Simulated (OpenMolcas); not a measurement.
Ta3+.

```json
{
 "Program": "OpenMolcas 26.06",
 "Basis": "ANO-RCC-VTZP [8s7p5d3f2g1h]",
 "Scalar Hamiltonian": "DKH2, point nucleus",
 "Active space": "8 electrons in 8 orbitals (RAS1 5p, at most 2 holes; RAS2 5d)",
 "State averaging": "2S+1 = 3 even, 10 roots; 2S+1 = 1 even, 15 roots",
 "Spin-orbit coupling": "state interaction with AMFI integrals over the reference wave functions, term energies averaged over their components"
}
```

Two sets of levels on these reference wave functions, in cm-1 above 5d2 3F2: one from RASSCF and one from SS-RASPT2, IPEA 0.25 Eh, imaginary shift 0.1 Eh (closed shells correlated: 5s).

```tsv
Level	Set 1	Set 2
5d2 3F2	0.0	0.0
5d2 3F3	5240	4900
5d2 3F4	9680	9460
5d2 3P0	11960	12860
5d2 1D2 [57 %]	11200	13520
5d2 3P1	14830	15500
5d2 3P2 [62 %]	19360	20820
5d2 1G4	19950	21810
5d2 1S0	36910	41490
```

Which set is which?

Set 1 is SS-RASPT2. Its levels of the other terms of 5d2 lie at 0.83 to 0.96 of the other set's values, as expected, since terms of lower spin or lower L gain more correlation energy than the Hund ground term.

CASPT2 breaks the degeneracy within a term, and the mean is taken; among the terms shown or strongly mixed into the levels shown the widest spread is 340 cm-1 (5d2 1G, SS-RASPT2). Active for correlation alone: 5p; no level in the range computed is led by a configuration that opens it, so any true level of that kind is missing. Without dynamic correlation excited terms often stand tens of per cent too high (terms of higher spin than the ground term too low), and those without a measured partner can miss by more than the paired ones (holds for RASSCF). Only configurations of the active space appear.

A share in square brackets marks a mixed level and gives the weight of the term that names it, the lowest over the columns.
